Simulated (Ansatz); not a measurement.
A nudged elastic band was laid between two geometries of ClF4HOW + ClH (10 atoms, charge 0, multiplicity 1).

Level of theory: Ansatz 0.2.0, RKS PBE/def2-SVP.

```
movable images  : 9
climbing image  : yes
spring          : 5.0 eV/Å²
optimiser       : quadratic models (default)
start path      : through a guess of the saddle point
force threshold : 0.05 eV/Å
iteration limit : 60
end points      : relaxed
```

First end point:

```xyz
10
Properties=species:S:1:pos:R:3
W -0.213 0.012 -0.189
O -0.091 -0.404 1.657
H -0.741 -0.375 2.386
F 1.624 -0.198 -0.405
F 0.124 1.830 0.145
F -2.039 0.296 0.147
Cl -0.556 -2.177 -0.816
F -0.560 0.533 -1.949
Cl 2.651 -1.915 2.627
H 1.570 -1.231 2.368
```

Last end point:

```xyz
10
Properties=species:S:1:pos:R:3
W 0.408 -0.360 -0.533
O -0.120 0.051 3.318
H -0.993 0.074 2.884
F 1.758 0.019 -1.765
F 0.751 1.279 0.296
F -1.009 -0.649 0.660
Cl -0.104 -2.309 -1.644
F -0.793 0.568 -1.636
Cl 1.894 -1.406 0.863
H -0.023 -0.896 3.530
```

Question: Which bonds break or form, and what moves?

Answer: Bonds broken: W1–O2, Cl9–H10. Bonds formed: W1–Cl9, O2–H10. ClF4HOW + ClH becomes Cl2F4W + H2O.

Question: What energy profile does the band end with?

Answer: The forces met the threshold. The highest image is number 3 of 0 to 10, 0.71 eV above the first end and 0.49 eV above the last; the last end lies 0.22 eV above the first. The profile has 2 maxima (images 3, 7) with wells between them (image 5): this band takes more than one step, which may be the mechanism or a detour left from its start path. A structure lower than the last end lies on the path between it and the top, so the climb from that side starts below the end, which may itself be a saddle point or a shallow side well. A vibrational analysis at the climbing image gives one clearly imaginary mode, 477i cm⁻¹: a first-order saddle point. The orbitals stay closed-shell, which can raise the energy where a bond breaks towards radicals; this wasn't checked here.

| image | path coordinate (Å) | energy (eV) | W1–O2 (Å) | Cl9–H10 (Å) | W1–Cl9 (Å) |
| --- | --- | --- | --- | --- | --- |
| 0 | 0.00 | 0.00 | 1.90 | 1.31 | 4.45 |
| 1 | 0.78 | 0.06 | 1.90 | 1.31 | 4.08 |
| 2 | 1.56 | 0.38 | 1.92 | 1.32 | 3.51 |
| 3 | 2.34 | 0.71 | 2.03 | 1.46 | 2.84 |
| 4 | 3.06 | 0.30 | 2.19 | 2.06 | 2.51 |
| 5 | 3.78 | 0.20 | 2.29 | 2.22 | 2.44 |
| 6 | 4.50 | 0.26 | 2.31 | 2.36 | 2.42 |
| 7 | 5.21 | 0.43 | 2.69 | 2.64 | 2.36 |
| 8 | 5.93 | 0.41 | 3.33 | 2.73 | 2.31 |
| 9 | 6.65 | 0.23 | 3.87 | 2.87 | 2.30 |
| 10 | 7.37 | 0.22 | 3.91 | 3.32 | 2.29 |

Question: What is the geometry of the highest image?

Answer: 
```xyz
10
Properties=species:S:1:pos:R:3
W 0.114 -0.178 0.001
O -0.284 -0.629 1.941
H -1.160 -0.388 2.308
F 1.700 -0.237 -1.000
F 0.695 1.487 0.632
F -1.715 0.261 0.288
Cl -0.267 -2.378 -0.535
F -0.467 0.484 -1.652
Cl 2.221 -1.098 1.663
H 0.931 -0.953 2.326
```

The run took 8.8 min on 4 threads of Intel(R) Xeon(R) 6975P-C (Granite Rapids), with other jobs on the host, peak memory 0.4 GiB.
